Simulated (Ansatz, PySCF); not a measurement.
Species: CH₇Si₂, net charge 0, doublet state. It need not be the lowest isomer of its formula. 
Structure (B3LYP-D3(BJ)/def2-TZVP (Ansatz, a program for electronic structure) minimum search):
SMILES: [SiH2]C[SiH3]
```xyz
10

Si     1.5005     0.6843     0.0023
C      0.3342    -0.7827    -0.1459
Si    -1.4819    -0.3238     0.0528
H      1.2158     1.6963    -1.0501
H      1.3829     1.3220     1.3410
H      0.5929    -1.5272     0.6120
H      0.4717    -1.2557    -1.1220
H     -1.8732     0.6544    -0.9887
H     -1.7074     0.2828     1.3855
H     -2.3485    -1.5228    -0.0743
```
Charge 0, spin multiplicity 2.

Total electronic energies in hartree. Cores are frozen in the correlated levels unless marked. Open shells are spin-unrestricted. No spin-orbit coupling. No relativistic terms. CBS(X,Y): correlation extrapolated as X^-3; Hartree-Fock from the larger set. The bracket is a focal-point correction in the basis named.

```
level                                                                             program  energy (Eh)
-------------------------------------------------------------------------  --------------  -----------
HF/cc-pV(T+d)Z                                                                     Ansatz   -619.81779
r2SCAN-D4/def2-TZVPD                                                       Ansatz + dftd4   -621.20278
B97M-V/def2-TZVPD                                                                  Ansatz   (withheld)
M06-2X/def2-TZVPD                                                                   PySCF   (withheld)
B2PLYP/def2-TZVPD                                                                  Ansatz   -620.98751
MP2/cc-pV(D+d)Z                                                                    Ansatz   -620.11749
RI-MP2/aug-cc-pV(Q+d)Z                                                             Ansatz   -620.27378
CCSD/cc-pV(D+d)Z                                                                   Ansatz   -620.17502
RI-MP2/CBS(aug-cc-pV(T+d)Z,aug-cc-pV(Q+d)Z)+[CCSD(T)-MP2]/aug-cc-pV(T+d)Z          Ansatz    -620.3615
```

Q: Complete the blanks.

A: 
- B97M-V/def2-TZVPD, energy (Eh): -621.13134
- M06-2X/def2-TZVPD, energy (Eh): -621.20922
